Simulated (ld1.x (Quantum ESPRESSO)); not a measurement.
## u(r) = r·R(r): atom against pseudo-atom (Fe (Z = 26))

Columns: radius, all-electron u(r) and pseudo u(r) of the 3d shell (level -7.75 eV) of iron in the configuration [Ne] 3s2 3p6 3d6 4s2 4p0; LDA (PZ), scalar-relativistic, TM scheme, ld1.x (Quantum ESPRESSO) 7.5.

| r (bohr) | all-electron | pseudo |
| --- | --- | --- |
| 0.082 | 0.0440 | 0.0056 |
| 0.165 | 0.1990 | 0.0430 |
| 0.248 | 0.3988 | 0.1339 |
| 0.330 | 0.5830 | 0.2796 |
| 0.413 | 0.7298 | 0.4671 |
| 0.495 | 0.8299 | 0.6619 |
| 0.578 | 0.8900 | 0.8352 |
| 0.660 | 0.9163 | 0.9572 |
| 0.742 | 0.9182 | 1.0199 |
| 0.825 | 0.9026 | 1.0272 |
| 0.908 | 0.8753 | 0.9924 |
| 0.990 | 0.8410 | 0.9339 |
| 1.072 | 0.8026 | 0.8663 |
| 1.155 | 0.7616 | 0.7991 |
| 1.238 | 0.7200 | 0.7384 |
| 1.320 | 0.6793 | 0.6865 |
| 1.402 | 0.6397 | 0.6417 |
| 1.485 | 0.6010 | 0.6013 |
| 1.568 | 0.5641 | 0.5641 |
| 1.650 | 0.5294 | 0.5294 |
| 1.733 | 0.4962 | 0.4962 |
| 1.815 | 0.4653 | 0.4653 |
| 1.898 | 0.4358 | 0.4358 |
| 1.980 | 0.4085 | 0.4085 |
| 2.062 | 0.3829 | 0.3829 |
| 2.145 | 0.3586 | 0.3586 |

How many radial nodes do the two functions have?

The all-electron 3d function has n − l − 1 = 0; the pseudo-wave has 0.

At about which radius was the pseudo-wave matched?

1.65 bohr. The columns agree to 0.0005 from 1.49 bohr on; several derivatives are matched, so the curves merge somewhat inside the radius.

Is the pseudo-wave norm-conserving?

Yes: the TM scheme keeps the norm inside the radius equal to the all-electron one, which fixes the energy derivative of the logarithmic derivative at the level.
